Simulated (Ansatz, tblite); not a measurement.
Removing and adding an electron: the cluster Si₃Te₆. Total charge 0; singlet. Geometry: PBE-D4/def2-SVP. Ansatz, gas phase; energy differences of separate SCF runs; the oxidised species was run as a doublet alone; the reduced species was run as a doublet alone.

```xyz
9

Si   -1.5528   -1.5855   -0.5080
Si   -0.1894    1.6343    2.1324
Si    1.6340    0.2782   -0.2659
Te    0.7488   -1.7473   -1.4955
Te   -3.0636   -3.3045   -0.9513
Te   -2.2637    0.4418    0.8076
Te    2.8874    2.1423   -1.3301
Te    0.0079    2.2107   -0.5946
Te    1.7914   -0.0700    2.2054
```

In the def2 sets Te takes a core potential; there is no spin–orbit coupling. The xTB rows come from tblite. The structure comes from a short search, and lower isomers may exist.

```
   level  −HOMO (eV)  vertical IE (eV)  −LUMO (eV)  vertical EA (eV)  HOMO–LUMO gap (eV)  IE − EA (eV)
GFN1-xTB        8.90             10.87        7.20              5.16                1.69          5.71
GFN2-xTB        8.16             10.47        6.40              4.17                1.76          6.30
```

Task: Estimate the rows for PBE-D4/def2-SVP, PBE0-D4/def2-SVP.

Result: 
```csv
level,−HOMO (eV),vertical IE (eV),−LUMO (eV),vertical EA (eV),HOMO–LUMO gap (eV),IE − EA (eV),remarks
PBE-D4/def2-SVP,5.25,7.06,3.80,2.02,1.45,5.05,restricted SCF unstable in HF (singlet)
PBE0-D4/def2-SVP,6.17,7.45,3.38,2.16,2.79,5.28,restricted SCF unstable in HF (singlet)
```

   Raw xTB energy differences between charge states are shifted by several eV; the methods need an empirical correction for them. Sets without diffuse functions give affinities that are too small.
